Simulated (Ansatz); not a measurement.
HGa, singlet, at a GFN2-xTB geometry (such geometries of metal compounds can be far from the true shape); Ansatz (a first-principles code) with HF/6-31G*.

Ansatz was given this input:
Ansatz 0.2 input:
```yaml
crystal:
  periodic: [false, false, false]
  atoms:
    - {symbol: Ga, position_ang: [-0.00000000, -0.00000000, -0.05952365]}
    - {symbol: H, position_ang: [0.00000000, 0.00000000, 1.84523317]}
basis:
  gaussian:
    orbitals: 6-31G*
hamiltonian:
  xc: hf
```

Task: What does Ansatz print? Leave out banner, timings and long lists.

Result: 
```
Functional definition: HF
343 factors; integrals over basis functions are off by at most 4.6e-4 eV
mean field evaluation 1: about -52340.9923 eV, gradient 7.1e0 eV
mean field evaluation 2: about -52340.9925 eV, gradient 7.1e0 eV
mean field evaluation 4: about -52341.3784 eV, gradient 8.2e-1 eV
mean field evaluation 8: about -52341.3816 eV, gradient 2.0e-5 eV
mean field -52341.38163632 eV, -1923.5102968722 hartree, gradient 1.9e-5 eV, S^2 0.000000; 0 other end points of the search recorded, 0 dependent functions left out
reference -52341.38163632 eV, -1923.5102968722 hartree; 16, 16 occupied and 21, 21 virtual orbitals, 343 factors
Total energy: -52341.38163632 eV, -1923.5102968722 hartree
```
